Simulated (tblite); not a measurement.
Record of a relaxation.

C5H8GeO.
Numbering: `[CH2:1]=[C:2]1[CH2:3][O:4][GeH2:5][C:6]1=[CH2:7]` (hydrogens: H8, H9 on C1; H10, H11 on C3; H12, H13 on Ge5; H14, H15 on C7)

Computed with GFN2-xTB (tblite), gas phase: L-BFGS steps from a force-field or distance-geometry start until the largest atomic force falls under 0.01 eV/Å. 9 of its 101 geometries are shown.

Step 0: E = -563.4576 eV, largest atomic force 2.586 eV/Å
```
atom  x, y, z in Å  |  force x, y, z in eV/Å
C1      2.062    0.224   -0.089   -1.640   0.251   0.096
C2      0.760   -0.149   -0.181    1.596   2.035  -0.006
C3      0.298   -1.481   -0.621    1.342  -0.501  -1.829
O4     -0.632   -1.984    0.249   -1.251  -0.328   0.689
Ge5    -1.776   -0.615    0.581   -0.115   0.356   0.414
C6     -0.397    0.709    0.180    0.392  -2.121  -0.206
C7     -0.474    2.008    0.221    0.308   1.592  -0.004
H8      2.315    1.242    0.266   -0.032  -1.017  -0.338
H9      2.833   -0.476   -0.368    0.096   0.261   0.122
H10     1.187   -2.146   -0.712   -0.519  -0.084   0.361
H11    -0.097   -1.436   -1.688    0.130   0.181   0.783
H12    -2.942   -0.562   -0.402    0.001  -0.252   0.234
H13    -2.128   -0.472    2.062   -0.192  -0.461  -0.312
H14    -1.387    2.506    0.500   -0.013   0.067  -0.021
H15     0.375    2.639   -0.017   -0.104   0.021   0.016
```

Step 12: E = -563.7996 eV, largest atomic force 0.187 eV/Å
```
atom  x, y, z in Å  |  force x, y, z in eV/Å
C1      2.065    0.252   -0.114   -0.167  -0.013   0.004
C2      0.790   -0.099   -0.228   -0.125   0.015  -0.010
C3      0.319   -1.473   -0.645    0.055  -0.163  -0.024
O4     -0.716   -1.926    0.212   -0.034   0.071  -0.073
Ge5    -1.790   -0.557    0.610    0.025   0.009  -0.139
C6     -0.363    0.727    0.146   -0.088  -0.098   0.133
C7     -0.430    2.051    0.202    0.039   0.111   0.045
H8      2.349    1.225    0.245    0.018   0.067  -0.028
H9      2.861   -0.427   -0.358    0.071  -0.056  -0.041
H10     1.113   -2.222   -0.599    0.097   0.050   0.029
H11    -0.043   -1.432   -1.686    0.056   0.025   0.111
H12    -2.995   -0.644   -0.306   -0.014   0.077   0.025
H13    -2.229   -0.698    2.037    0.013  -0.078   0.053
H14    -1.341    2.540    0.509    0.075   0.034  -0.040
H15     0.405    2.692   -0.046   -0.022  -0.050  -0.043
```

Step 25: E = -563.8424 eV, largest atomic force 0.098 eV/Å
```
atom  x, y, z in Å  |  force x, y, z in eV/Å
C1      2.028    0.280   -0.137    0.011  -0.006  -0.013
C2      0.755   -0.091   -0.195    0.054  -0.047   0.031
C3      0.337   -1.479   -0.616    0.008   0.012   0.004
O4     -0.789   -1.928    0.110   -0.023  -0.002  -0.028
Ge5    -1.822   -0.575    0.614   -0.036   0.058   0.071
C6     -0.396    0.725    0.206    0.059   0.015  -0.022
C7     -0.410    2.054    0.202   -0.003  -0.034   0.040
H8      2.329    1.264    0.179   -0.023  -0.037  -0.008
H9      2.816   -0.406   -0.407   -0.015   0.075  -0.007
H10     1.143   -2.198   -0.456    0.021  -0.048   0.013
H11     0.100   -1.458   -1.687    0.029  -0.042  -0.061
H12    -3.055   -0.526   -0.262   -0.020   0.029  -0.018
H13    -2.228   -0.899    2.027    0.009   0.035  -0.004
H14    -1.270    2.624    0.509   -0.050  -0.022   0.003
H15     0.456    2.620   -0.109   -0.020   0.015   0.000
```

Step 38: E = -563.8566 eV, largest atomic force 0.045 eV/Å
```
atom  x, y, z in Å  |  force x, y, z in eV/Å
C1      2.029    0.292   -0.164    0.000   0.000   0.006
C2      0.765   -0.112   -0.184   -0.017   0.010  -0.029
C3      0.349   -1.501   -0.609   -0.006  -0.022   0.006
O4     -0.857   -1.915    0.005   -0.001   0.008   0.003
Ge5    -1.831   -0.559    0.617    0.013   0.021  -0.031
C6     -0.377    0.707    0.232   -0.005   0.001  -0.021
C7     -0.410    2.036    0.216   -0.005   0.016   0.018
H8      2.296    1.283    0.162    0.021   0.014  -0.013
H9      2.839   -0.349   -0.467   -0.002  -0.033  -0.002
H10     1.118   -2.235   -0.349   -0.001   0.011  -0.006
H11     0.220   -1.516   -1.701    0.035   0.000   0.029
H12    -3.079   -0.414   -0.224   -0.023  -0.006  -0.006
H13    -2.219   -0.916    2.026    0.010  -0.001   0.018
H14    -1.284    2.584    0.523   -0.009  -0.008   0.011
H15     0.437    2.624   -0.107   -0.008  -0.013   0.015
```

Step 50: E = -563.8606 eV, largest atomic force 0.045 eV/Å
```
atom  x, y, z in Å  |  force x, y, z in eV/Å
C1      2.029    0.292   -0.189    0.011  -0.012   0.020
C2      0.761   -0.106   -0.197    0.011  -0.008  -0.002
C3      0.359   -1.507   -0.600   -0.010   0.006   0.008
O4     -0.883   -1.902   -0.051   -0.016   0.000  -0.008
Ge5    -1.841   -0.550    0.593   -0.020  -0.001   0.016
C6     -0.381    0.711    0.218    0.001   0.005  -0.017
C7     -0.418    2.040    0.237    0.000  -0.004   0.011
H8      2.316    1.285    0.112   -0.024   0.001  -0.011
H9      2.827   -0.372   -0.475   -0.005   0.006  -0.020
H10     1.111   -2.233   -0.273    0.001   0.011   0.000
H11     0.298   -1.556   -1.696    0.006  -0.006   0.006
H12    -3.117   -0.397   -0.208    0.038  -0.023   0.007
H13    -2.189   -0.909    2.017   -0.002   0.007  -0.020
H14    -1.300    2.570    0.555   -0.008   0.020   0.003
H15     0.425    2.642   -0.065    0.017  -0.002   0.007
```

Step 62: E = -563.8619 eV, largest atomic force 0.022 eV/Å
```
atom  x, y, z in Å  |  force x, y, z in eV/Å
C1      2.021    0.297   -0.213    0.002   0.004   0.010
C2      0.755   -0.106   -0.201   -0.009   0.010   0.007
C3      0.363   -1.513   -0.588   -0.001   0.005   0.005
O4     -0.912   -1.889   -0.109   -0.018  -0.004   0.010
Ge5    -1.849   -0.547    0.582    0.015   0.005  -0.005
C6     -0.384    0.713    0.219   -0.014  -0.004  -0.005
C7     -0.413    2.042    0.256    0.004  -0.005   0.010
H8      2.301    1.295    0.074    0.018   0.009  -0.006
H9      2.816   -0.366   -0.508    0.015   0.013  -0.010
H10     1.091   -2.232   -0.199    0.012  -0.004   0.005
H11     0.367   -1.593   -1.683   -0.012  -0.011  -0.011
H12    -3.128   -0.399   -0.204   -0.014  -0.003  -0.010
H13    -2.178   -0.915    2.008   -0.006   0.004  -0.003
H14    -1.292    2.577    0.575    0.018  -0.006  -0.001
H15     0.438    2.643   -0.031   -0.011  -0.011   0.005
```

Step 75: E = -563.8628 eV, largest atomic force 0.022 eV/Å
```
atom  x, y, z in Å  |  force x, y, z in eV/Å
C1      2.017    0.305   -0.232    0.001   0.001   0.010
C2      0.753   -0.105   -0.207    0.005  -0.001   0.004
C3      0.365   -1.519   -0.580    0.001   0.006   0.003
O4     -0.910   -1.893   -0.099    0.002  -0.009   0.007
Ge5    -1.856   -0.546    0.569   -0.001  -0.001  -0.014
C6     -0.388    0.711    0.214    0.011   0.010   0.003
C7     -0.406    2.039    0.274    0.003   0.003   0.005
H8      2.297    1.305    0.050   -0.002   0.001  -0.014
H9      2.818   -0.351   -0.530   -0.022   0.001  -0.003
H10     1.097   -2.228   -0.180   -0.006  -0.009   0.002
H11     0.371   -1.613   -1.674   -0.005  -0.003   0.000
H12    -3.136   -0.418   -0.225    0.018   0.006  -0.007
H13    -2.198   -0.891    1.998    0.000  -0.007   0.004
H14    -1.280    2.579    0.594   -0.010  -0.006   0.006
H15     0.454    2.634    0.004    0.004   0.009  -0.004
```

Step 88: E = -563.8646 eV, largest atomic force 0.022 eV/Å
```
atom  x, y, z in Å  |  force x, y, z in eV/Å
C1      2.009    0.318   -0.289    0.000  -0.002   0.004
C2      0.753   -0.107   -0.212   -0.009   0.009  -0.006
C3      0.373   -1.534   -0.543    0.001  -0.005  -0.007
O4     -0.896   -1.907   -0.046    0.010   0.015  -0.001
Ge5    -1.866   -0.541    0.543    0.013   0.000   0.015
C6     -0.386    0.709    0.216   -0.004  -0.002   0.022
C7     -0.395    2.035    0.324    0.006   0.004   0.015
H8      2.282    1.331   -0.051    0.014   0.005   0.003
H9      2.808   -0.337   -0.590    0.006  -0.012  -0.014
H10     1.111   -2.231   -0.131   -0.005   0.015   0.011
H11     0.375   -1.657   -1.635   -0.002   0.002  -0.001
H12    -3.105   -0.412   -0.312   -0.012  -0.005  -0.002
H13    -2.266   -0.865    1.962   -0.012   0.003  -0.017
H14    -1.270    2.568    0.655   -0.008  -0.019  -0.008
H15     0.469    2.638    0.088    0.001  -0.008  -0.014
```

Step 100: E = -563.8655 eV, largest atomic force 0.008 eV/Å
```
atom  x, y, z in Å  |  force x, y, z in eV/Å
C1      1.997    0.335   -0.369    0.001  -0.002  -0.003
C2      0.751   -0.103   -0.218   -0.007   0.000  -0.002
C3      0.388   -1.546   -0.497   -0.002  -0.004   0.000
O4     -0.905   -1.903   -0.053    0.000  -0.004   0.004
Ge5    -1.881   -0.534    0.510    0.008   0.002   0.000
C6     -0.382    0.706    0.234   -0.002  -0.004   0.004
C7     -0.382    2.028    0.390   -0.002   0.006   0.000
H8      2.272    1.357   -0.176    0.003   0.001   0.005
H9      2.785   -0.322   -0.695    0.004  -0.002  -0.004
H10     1.106   -2.213   -0.008   -0.001   0.000   0.001
H11     0.448   -1.728   -1.579    0.004   0.003  -0.001
H12    -3.091   -0.398   -0.386   -0.004   0.000  -0.002
H13    -2.340   -0.854    1.911    0.000  -0.001   0.001
H14    -1.258    2.552    0.732   -0.001   0.002  -0.002
H15     0.488    2.632    0.183   -0.001   0.002   0.002
```

Problem. Summarise the path.

Solution. The energy falls by 39.36 kJ/mol from step 0 to step 100; nine tenths of that is first reached at step 19. It falls at every step. The largest force goes from 2.586 to 0.008 eV/Å. Among the bonds C3–O4 changes most, from 1.370 to 1.412 Å; the atoms move by 0.365 Å rms after alignment.

Problem. Follow the three bonds and two angles with the largest change from start to end.

Solution. 
```
step  E above end (kJ/mol)  largest force (eV/Å)  C3–O4 (Å)  O4–Ge5 (Å)  C3–H11 (Å)  C6–Ge5–H13 (°)  C3–O4–Ge5 (°)
   0                 39.36                 2.586      1.370       1.815       1.138           107.3          105.5
   4                 15.44                 0.544      1.425       1.800       1.098           111.0          106.9
   9                  7.83                 0.206      1.419       1.781       1.100           118.7          108.9
  13                  5.89                 0.178      1.417       1.783       1.101           119.9          109.6
  17                  4.40                 0.175      1.415       1.782       1.098           120.3          110.7
  22                  2.65                 0.130      1.413       1.783       1.099           122.1          110.8
  26                  2.11                 0.099      1.414       1.777       1.099           122.0          111.8
  30                  1.60                 0.131      1.414       1.784       1.102           122.5          112.6
  35                  0.98                 0.053      1.415       1.777       1.098           121.8          113.1
  39                  0.84                 0.041      1.415       1.779       1.100           121.8          113.2
  43                  0.70                 0.062      1.414       1.778       1.098           121.4          113.4
  48                  0.53                 0.046      1.415       1.778       1.100           120.6          113.6
  52                  0.45                 0.027      1.414       1.778       1.099           120.2          113.7
  57                  0.40                 0.030      1.414       1.776       1.099           120.3          113.8
  61                  0.36                 0.023      1.414       1.776       1.098           119.6          114.0
  65                  0.32                 0.024      1.413       1.776       1.098           119.3          114.0
  70                  0.29                 0.018      1.414       1.776       1.098           118.9          113.9
  74                  0.27                 0.030      1.414       1.777       1.098           119.1          114.0
  78                  0.24                 0.030      1.414       1.776       1.098           118.9          113.9
  83                  0.19                 0.035      1.414       1.777       1.099           119.5          113.9
  87                  0.10                 0.025      1.413       1.776       1.098           119.6          113.8
  91                  0.05                 0.023      1.413       1.775       1.098           119.6          114.0
  96                  0.01                 0.014      1.413       1.774       1.098           119.8          114.1
 100                  0.00                 0.008      1.412       1.774       1.098           119.8          114.1
```

What follows is the cost of the whole relaxation. Hardware: one thread, Arm Neoverse N1 (aarch64), on a shared host. Cost: 0.95 s.
